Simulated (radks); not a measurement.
Species: Ni. Configuration: [Ar] 3d8 4s2 (the NIST ground configuration). All-electron calculation, non-relativistic Kohn-Sham, XLYP, spin-polarised, spherical densities, point nucleus; open shells are filled with parallel spins first. Program: a radial shooting solver on a logarithmic mesh with Libxc functionals.

Unscreened Slater integrals over Kohn-Sham orbitals (hartree). They are taken over the spin-up orbitals. Empty in this configuration: 4p.

integral       value
F0(4s,4s)    0.32129
F0(4s,3d)    0.41440
G2(4s,3d)   0.045347
F0(4s,3p)    0.42296
G1(4s,3p)   0.020842
F0(4s,4p)    0.24674
G1(4s,4p)    0.13968
F0(3d,3d)    0.95293
F2(3d,3d)    0.43090
F4(3d,3d)    0.26629
F0(3d,3p)     1.0429
F2(3d,3p)    0.48523
G1(3d,3p)    0.59942
G3(3d,3p)    0.36206
F0(3d,4p)    0.28168
F2(3d,4p)   0.043606
G1(3d,4p)   0.018504
G3(3d,4p)   0.014148
F0(3p,3p)     1.1579
F2(3p,3p)    0.57771
F0(3p,4p)    0.28460
F2(3p,4p)   0.031870
G0(3p,4p)  0.0066003
G2(3p,4p)  0.0073639
F0(4p,4p)    0.20671
F2(4p,4p)    0.10049

Derived for the open shells (J is the average intra-shell exchange parameter used in DFT+U). 3d: Racah B = F2/49 - 5 F4/441 = 0.005775 hartree, C = 35 F4/441 = 0.02113 hartree, C/B = 3.66, F4/F2 = 0.618, J = (F2 + F4)/14 = 0.04980 hartree.
